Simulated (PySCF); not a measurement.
Species: `O=CO[SiH]1SCCS1`. The columns A, B, C and D hold Mulliken, IAO, Hirshfeld and ESP-fitted charges (e) of one PBE0/pcSseg-1 density (PySCF), in a shuffled order. Coordinates in Å (GFN2-xTB); the density's dipole moment is (-2.48, -0.29, 1.02) D.

```tsv
atom	x	y	z	A	B	C	D
O1	3.686	0.263	-0.253	-0.429	-0.241	-0.389	-0.513
C2	3.236	0.017	0.820	+0.415	+0.190	+0.457	+0.724
O3	1.960	0.057	1.138	-0.578	-0.186	-0.543	-0.492
Si4	0.742	0.407	0.084	+0.943	+0.357	+0.837	+0.746
S5	-0.240	-1.347	-0.630	-0.190	-0.092	-0.261	-0.268
C6	-1.855	-0.978	0.157	-0.328	-0.068	-0.301	-0.269
C7	-2.102	0.508	0.267	-0.333	-0.068	-0.350	-0.325
S8	-0.790	1.311	1.248	-0.178	-0.087	-0.241	-0.252
H9	3.838	-0.278	1.695	+0.135	+0.067	+0.113	-0.010
H10	1.158	1.252	-1.017	-0.121	-0.068	-0.021	-0.092
H11	-1.852	-1.445	1.142	+0.164	+0.042	+0.176	+0.165
H12	-2.613	-1.452	-0.465	+0.170	+0.054	+0.173	+0.206
H13	-2.128	0.981	-0.714	+0.157	+0.044	+0.176	+0.147
H14	-3.041	0.701	0.786	+0.173	+0.056	+0.174	+0.234
```

Problem. Which column most likely holds the ESP-fitted charges?

Solution. D. Σ q r misses the density's dipole by 0.07 D (D), 0.83 D (A), 0.95 D (B), 2.30 D (C). Charges fitted to the outside potential are the only set here that is tied to the molecule's multipoles.

Problem. And the Hirshfeld charges?

Solution. B. The mean sizes are 0.116 e (B), 0.301 e (C), 0.308 e (A), 0.317 e (D), and Hirshfeld charges are commonly the smallest of these schemes.

As computed, A = IAO, B = Hirshfeld, C = Mulliken, D = ESP-fitted. Hydrogens on carbon: IAO +0.13 to +0.17, Hirshfeld +0.04 to +0.07, Mulliken +0.11 to +0.18, ESP-fitted -0.01 to +0.23 e.

The IAO scheme projects the occupied orbitals on a minimal set of polarised atomic orbitals and counts the electrons in each atom's part of it. The Mulliken scheme gives each basis function's population to the atom it is centred on and halves the overlap population of two atoms between them.

The structure is a single GFN2-xTB conformer in the gas phase; no vibrational or solvent corrections.

The run behind these numbers computed NMR shieldings as well. Time: 39 s of wall time; peak memory 0.83 GiB. Hardware: Intel Xeon Platinum 8488C, one thread, on a shared host.
